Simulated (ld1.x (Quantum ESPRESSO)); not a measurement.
Logarithmic derivatives: neon, ultrasoft

```
Element                 : neon
Generator               : ld1.x (Quantum ESPRESSO) 7.5
Type                    : ultrasoft
Functional              : LDA (PZ)
Relativity              : non-relativistic
Frozen core             : [He]
Valence charge          : 8
Reference configuration : 2s2 2p6
Partial waves           : 2s (bound): rcut 0.45, rcutus 0.55 bohr; 2s channel at -1.9 Ry: rcut 0.45, rcutus 0.55 bohr; 2p (bound): rcut 1.05, rcutus 1.45 bohr; 2p channel at 0.9 Ry: rcut 1.05, rcutus 1.45 bohr
Local potential         : all-electron potential smoothed inside 0.55 bohr (lloc = -1)
Core correction         : a·sin(br)/r model core inside 0.45 bohr
Augmentation charge     : built from norm-conserving waves at rcut, not smoothed further
```

The phase is arctan(r·u′/u) with u = r·R(r), unwrapped; energies in Ry, scanned from -5 to 5 Ry. A pole is an energy at which the radial function vanishes at the test radius. The pseudo phase is shifted by a multiple of π to meet the all-electron one at the reference energy, and phase errors are pseudo minus all-electron; the curves can meet again beyond the range given. Levels narrower than the energy grid can be missing from the lists of poles.

```json
{"channel": "s", "radius (bohr)": "1.59", "reference energy (Ry)": "-2.64", "poles, all-electron": "-1.90", "poles, pseudo": "-1.90", "unbroken range about the reference energy with phases within 0.05 rad": "the whole range", "phase error 1 Ry above the reference energy (rad)": "+0.000"}
{"channel": "p", "radius (bohr)": "1.59", "reference energy (Ry)": "-1.00", "poles, all-electron": "-0.18", "poles, pseudo": "-0.19, 2.17", "unbroken range about the reference energy with phases within 0.05 rad": "below 1.8", "phase error 1 Ry above the reference energy (rad)": "-0.002"}
```

Phases in the p channel:

| E (Ry) | all-electron | pseudo |
| --- | --- | --- |
| -5.00 | 1.273 | 1.264 |
| -4.74 | 1.263 | 1.254 |
| -4.48 | 1.252 | 1.242 |
| -4.22 | 1.238 | 1.229 |
| -3.96 | 1.223 | 1.214 |
| -3.70 | 1.206 | 1.196 |
| -3.44 | 1.185 | 1.174 |
| -3.18 | 1.159 | 1.148 |
| -2.92 | 1.126 | 1.115 |
| -2.66 | 1.083 | 1.072 |
| -2.40 | 1.023 | 1.012 |
| -2.14 | 0.934 | 0.923 |
| -1.88 | 0.787 | 0.775 |
| -1.62 | 0.508 | 0.497 |
| -1.36 | -0.046 | -0.052 |
| -1.10 | -0.754 | -0.754 |
| -0.84 | -1.185 | -1.186 |
| -0.58 | -1.402 | -1.403 |
| -0.32 | -1.525 | -1.527 |
| -0.06 | -1.606 | -1.607 |
| 0.20 | -1.664 | -1.665 |
| 0.46 | -1.710 | -1.711 |
| 0.72 | -1.750 | -1.750 |
| 0.98 | -1.784 | -1.785 |
| 1.24 | -1.818 | -1.819 |
| 1.50 | -1.850 | -1.858 |
| 1.76 | -1.883 | -1.917 |
| 2.02 | -1.918 | -2.216 |
| 2.28 | -1.956 | -4.898 |
| 2.54 | -1.998 | -4.999 |
| 2.80 | -2.046 | -5.046 |
| 3.06 | -2.102 | -5.083 |
| 3.32 | -2.170 | -5.118 |
| 3.58 | -2.252 | -5.154 |
| 3.84 | -2.354 | -5.192 |
| 4.10 | -2.484 | -5.234 |
| 4.36 | -2.649 | -5.279 |
| 4.62 | -2.852 | -5.330 |
| 4.88 | -3.090 | -5.388 |
